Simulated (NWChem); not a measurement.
Species: CH₄OTe; SMILES C[Te]O

```xyz
7

Te     0.3684     0.0460     0.0045
C     -0.9662    -1.6349     0.0035
H     -1.4698    -1.7402    -0.9654
H     -1.6975    -1.4905     0.8091
H     -0.3654    -2.5327     0.2109
O     -1.0692     1.4397     0.0675
H     -1.2734     1.6617    -0.8496
```
Atoms are numbered in this order, from 1.

Computed with NWChem. The geometry was optimised at PBE0/def2-SVP. No frequency run checked for a minimum. def2 effective core potentials on Te; no spin-orbit coupling. Ions are spin-unrestricted doublets at the neutral geometry; other ion states weren't tried.

Problem. Predict the results for B3LYP/def2-SVP. Quantities: vertical ionisation energy, ΔSCF (eV); −ε(HOMO) (eV).

Solution. The vertical ionisation energy, ΔSCF (eV) is 8.22 and the −ε(HOMO) (eV) is 5.62.
